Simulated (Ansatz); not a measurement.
Species: Na2, charge 1, multiplicity 2. 
Coordinates optimised at B3LYP-D3(BJ)/def2-TZVP (Ansatz, an electronic-structure program):
```xyz
2

Na     0.0000     0.0000    -2.0039
Na     0.0000     0.0000     2.0039
```
Charge +1, spin multiplicity 2.

Total electronic energies in hartree. Valence correlation only, unless marked. UHF or UKS for open shells. No spin-orbit coupling. No relativistic terms. CBS(X,Y): correlation extrapolated as X^-3; Hartree-Fock from the larger set. The program attaches cautions to a run behind MP2/STO-3G: other roots.

```
level                                        program  energy (Eh)
------------------------------------  --------------  -----------
BLYP-D3(BJ)/def2-TZVPD                Ansatz + dftd3            …
r2SCANh-D4/def2-TZVPD                 Ansatz + dftd4   -324.33127
LC-wPBE-D3(BJ)/def2-TZVPD             Ansatz + dftd3            …
B2PLYP-D4/def2-TZVPD                  Ansatz + dftd4   -324.16286
MP2/STO-3G                                    Ansatz   -319.46408
MP2/def2-TZVPP                                Ansatz   -323.55689
CCSD/def2-SVP                                 Ansatz   -323.44021
CCSD(T)/def2-TZVPPD                           Ansatz   -323.55694
CCSD(T)/CBS(def2-TZVPPD,def2-QZVPPD)          Ansatz    -323.5706
```

Complete the blanks.


- BLYP-D3(BJ)/def2-TZVPD, energy (Eh): -324.40590
- LC-wPBE-D3(BJ)/def2-TZVPD, energy (Eh): -324.26668
